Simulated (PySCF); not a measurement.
Radial density of Br²⁺ (bromine, charge +2)

UHF, [Ar] 3d10 4s2 4p3, high-spin 4S determinant. Computed with PySCF 2.14 in Sapporo-DKH3-DZP-2012 (6s5p3d1f, 43 functions), with the spin-free X2C one-electron Hamiltonian (Gaussian nucleus).

| r (bohr) | 4πr²ρ (e/bohr) | 4πr²(ρα − ρβ) |
| --- | --- | --- |
| 0.000809 | 0.4258 | 0.0000 |
| 0.00136 | 1.039 | 0.0000 |
| 0.00229 | 2.487 | 0.0000 |
| 0.00385 | 5.679 | -0.0001 |
| 0.00647 | 12.23 | -0.0001 |
| 0.0109 | 23.52 | 0.0004 |
| 0.0183 | 37.22 | 0.0040 |
| 0.0308 | 43.42 | 0.0212 |
| 0.0518 | 36.69 | 0.0767 |
| 0.0872 | 41.04 | 0.1559 |
| 0.147 | 50.86 | 0.0712 |
| 0.247 | 29.88 | 0.0288 |
| 0.415 | 34.65 | 0.3784 |
| 0.698 | 20.50 | -0.0192 |
| 1.17 | 5.091 | 1.3264 |
| 1.97 | 2.682 | 1.6951 |
| 3.32 | 0.2603 | 0.2081 |
| 5.58 | 0.0005739 | 0.0004 |

Densities and radii are taken from the X2C orbitals without a picture-change correction, which distorts them close to the nucleus.

(1) Where is the radial spin density 4πr²(ρα − ρβ) most negative, and why is it negative at all?

Results:

(1) Around r = 0.698 bohr, down to -0.0192 e/bohr: exchange with the open shell polarises the paired shells in an unrestricted calculation.
